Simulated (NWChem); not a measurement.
# GaN₂H₄Cl; SMILES [Cl][Ga]([NH2])[NH2]

All runs: NWChem. Level Hartree-Fock/def2-SVP: optimisations from one semi-empirical or force-field start; each run changes one setting, and all end within 0.3 mHa of each other. One conformer.

```json
[
 {"setting": "redundant internal coordinates, default thresholds", "optimisation steps": "15"},
 {"setting": "no line search", "optimisation steps": "17"},
 {"setting": "loose thresholds", "optimisation steps": "9"},
 {"setting": "tight thresholds", "optimisation steps": "22"},
 {"setting": "Cartesian coordinates", "optimisation steps": "9"}
]
```
